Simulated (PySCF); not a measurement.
The multiplicity is imposed and other spin states were not computed.

**[Cu(CO)(CN)] (charge 0, multiplicity 1)**

Level of theory: TPSSh-D3(BJ)/def2-TZVP // TPSS-D3(BJ)/def2-SVP (PySCF).

```
Item                                                         Value
----------------------------------------  ------------------------
HOMO                                                      -7.82 eV
dipole moment                                               6.85 D
HOMO–LUMO gap                                              4.22 eV
LUMO                                                      -3.60 eV
charge on the central atom (Mulliken)                      -0.04 e
charge on the central atom (meta-Löwdin)                    0.60 e
mean C–O bond length of the carbonyls                      1.143 Å
total energy                                         -1846.8229 Ha
cost                                      roughly 120 core-seconds
```

Bonded distances (Å): Cu1–C3 1.819, Cu1–C4 1.866, O2–C3 1.143, C4–N5 1.175. Angles (°): C3–Cu1–C4 179.9, Cu1–C3–O2 179.9, Cu1–C4–N5 180.0.
Charge 0, spin multiplicity 1.
